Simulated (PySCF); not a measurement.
How methods differ on the excitation energy of Bi

Bi [Xe] 4f14 5d10 6s2 6p3 (4S) → Bi [Xe] 4f14 5d10 6s1 6p3 7s1 (6S), as a difference of total energies. Calculation: PySCF 2.14, in aug-cc-pVQZ-PP with ECP60MDF (7s7p5d3f2g, 92 functions); scalar relativity through the core potential. Correlated levels: valence: 5s2 5p6 5d10 frozen. The calculations carry no spin-orbit coupling.

| method | excitation energy (eV) |
| --- | --- |
| UHF | 11.252 |
| MP2 (valence) | 12.157 |
| SCS-MP2 (valence) | 12.508 |
| CCSD (valence) | 12.232 |
| CCSD(T) (valence) | 12.271 |

Q: How much does correlation contribute at CCSD(T) (valence)?

A: 12.271 − (11.252) = 1.019 eV, measured against UHF.

Spin-orbit coupling is strong in these open shells (close to jj coupling). The scalar numbers leave it out and a first-order estimate fails, so it can dominate the gap to the real levels.

The upper state lies above the first ionisation limit. A Rydberg-like electron needs more diffuse functions than a valence basis has.

The promoted electron is Rydberg-like, and one or two diffuse shells describe it only roughly, which tends to raise the upper state.
